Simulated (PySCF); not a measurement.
Compound: C3H4Cl2Se.
Z-matrix (Å and degrees, PBE0-D3(BJ)/def2-SVP geometry), rows numbered from 1:
```
C 
C   1  1.5165
Cl  2  1.8009  1  110.14
C   2  1.5078  1  113.17  3   122.70
Cl  4  1.7241  2  113.93  1   -62.76
Se  4  1.7536  2  123.19  1   114.68
H   1  1.1006  2  109.76  3   178.52
H   1  1.0985  2  109.58  3    58.95
H   1  1.0986  2  110.58  3   -61.10
H   2  1.0969  1  111.11  3  -116.92
```

Linear response at CAM-B3LYP/def2-SVPD (PySCF, frozen core in the response, non-relativistic). One conformer (not necessarily the lowest) at the PBE0-D3(BJ)/def2-SVP geometry, without solvent, vibrations or thermal averaging. Relativistic effects, spin–orbit coupling among them, are left out although an element past zinc is present.

Static isotropic polarisability: 94.58 au (14.02 Å³), principal values 76.9, 87.5, 119.4 au.

(1) What is the polarisability at 1064 nm and at the sodium D line?

(2) What is the isotropic C6 coefficient between two such molecules, C6 = (3/π)∫α(iω)² dω?

(3) Which effective excitation energy ω̄ makes London's formula C6 = (3/4)α²ω̄ exact here?

(4) The lowest 6 singlets have (eV, f): 2.11, 0.000; 4.61, 0.195; 4.85, 0.000; 5.23, 0.010; 5.45, 0.005; 5.94, 0.053. What share of the static polarisability do they carry in the sum over states α = Σ f/ω²?

(5) How many electrons N does the Slater–Kirkwood formula C6 = (3/4)·√N·α^(3/2) need to give this C6?

(6) How anisotropic is the static polarisability, by Δα² = ½[(α1 − α2)² + (α2 − α3)² + (α3 − α1)²]?

(7) What three-body coefficient follows from the one-pole estimate C9 = (3/4)·α·C6?

Results:

(1) 95.91 au at 1064 nm (+1.4 %), 101.68 au at 589.3 nm (+7.5 %). The lowest singlet lies at 588 nm (f = 0.000), near or inside this range; the response is undamped and has a pole at each allowed excitation.

(2) 3208 au (Eh·bohr⁶) by a ten-point quadrature over imaginary frequencies, which is 1920 eV·Å⁶ or 185 J·nm⁶/mol.

(3) ω̄ = 4·C6/(3α²) = 0.478 Eh = 13.0 eV.

(4) 8.30 au, 8.8 % of α; the largest term, 6.77 au, is that of the state at 4.61 eV. Their oscillator strengths add up to 0.26. Higher states carry the rest.

(5) N = (4·C6/3)²/α³ = 21.6; the species has 90 electrons in all.

(6) Δα = 38.3 au, or 0.40 of the isotropic value.

(7) 228000 au. This is an estimate from the two numbers above, not a computed integral.
